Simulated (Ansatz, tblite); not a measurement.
Forces on Pd3H2⁻ at its PBE-D4/def2-TZVPD geometry. Charge -1, multiplicity 2.

In the def2 sets Pd takes a core potential; there is no spin–orbit coupling. The xTB rows come from tblite. Another isomer (doublet) lies 0.86 eV lower at PBE0-D4/def2-TZVPD; other spin states weren't run for this one.

GFN1-xTB (tblite), largest force 1.18 eV/Å:

```xyz
5
positions Å, forces eV/Å
Pd    0.531    0.959   -0.631   -0.315   -0.710    0.894
Pd    1.134    0.996    1.928   -0.247   -0.367   -0.729
Pd   -0.172   -0.975    0.810    0.128    0.906   -0.336
H    -0.208    0.547   -1.957    0.169    0.172   -0.028
H    -1.285   -1.527   -0.149    0.265    0.000    0.200
```

GFN2-xTB (tblite), largest force 1.03 eV/Å:

```
Pd -0.243 -0.508 0.733
Pd 0.181 -0.139 -0.110
Pd 0.084 1.008 -0.165
H 0.146 0.314 -0.530
H -0.168 -0.676 0.072
```

PBE-D4/def2-TZVPD (Ansatz), largest force 0.01 eV/Å:

```
Pd -0.001 0.005 -0.001
Pd 0.000 0.001 0.000
Pd 0.001 -0.007 -0.002
H 0.002 -0.003 0.001
H -0.001 0.004 0.002
```
